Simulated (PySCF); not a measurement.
CH7AlFSb.
Bonds: F1–C2, C2–Al3, Al3–Sb4. Hydrogens: H5, H6 on C2; H7, H8 on Al3; H9, H10, H11 on Sb4.

Theory: PBE0-D3(BJ)/def2-SVP geometry optimisation, gas phase, def2 core potentials past Kr (PySCF).

(1) How far are the bound atoms from Al3?

(2) List the angles at Al3.

(3) Describe the arrangement about Al3 in numbers.

(4) How far are the bound atoms from Sb4?

(5) List the angles at Sb4.

(6) Describe the arrangement about Sb4 in numbers.

(7) What are the other bond lengths?

(8) Give some angles away from the centre.

(9) What are the rotational constants (commonest isotopes, rigid rotor)?

## Answers

(1) 4 atoms: H8 1.600 Å, H7 1.600 Å, C2 2.022 Å, Sb4 2.807 Å. The nearest atom not counted as bound is H6, at 2.65 Å (others tie with it).

(2) 
```tsv
angle	degrees	distance of the outer atoms (Å)
H7–Al3–H8	119.2	2.76
C2–Al3–H8	118.3	3.12
C2–Al3–H7	118.1	3.11
Sb4–Al3–H8	101.5	3.50
Sb4–Al3–H7	100.5	3.48
C2–Al3–Sb4	88.8	3.42
```

(3) Angles from 88.8° to 119.2°; τ4 = (360° − α − β)/141° = 0.87 with α and β the two widest (0 for a square, 1 for a tetrahedron).

(4) 4 atoms: H11 1.693 Å, H9 1.694 Å, H10 1.704 Å, Al3 2.807 Å. The nearest atom not counted as bound is F1, at 2.87 Å.

(5) 
| angle | degrees | distance of the outer atoms (Å) |
| --- | --- | --- |
| Al3–Sb4–H10 | 122.8 | 4.00 |
| Al3–Sb4–H9 | 119.4 | 3.93 |
| Al3–Sb4–H11 | 119.2 | 3.92 |
| H9–Sb4–H11 | 97.3 | 2.54 |
| H9–Sb4–H10 | 96.3 | 2.53 |
| H10–Sb4–H11 | 96.2 | 2.53 |

(6) Angles from 96.2° to 122.8°; τ4 = (360° − α − β)/141° = 0.84 with α and β the two widest (0 for a square, 1 for a tetrahedron).

(7) F1–C2 1.415 Å; C2–H5, C2–H6 1.104 Å.

(8) F1–C2–Al3 110.6°.

(9) A = 4371, B = 1550, C = 1191 MHz: an asymmetric top.

Point group: near Cs, missed by 0.12 Å at most; the miss may be what the optimiser left on a soft mode. Charge 0, singlet. Not checked by PBE0-D3(BJ)/def2-SVP frequencies.

Shape of the structure used: `[F:1][CH2:2][AlH2-:3][SbH3+:4]`: F1–C2–Al3–Sb4 4°.

One conformer stands for the species.
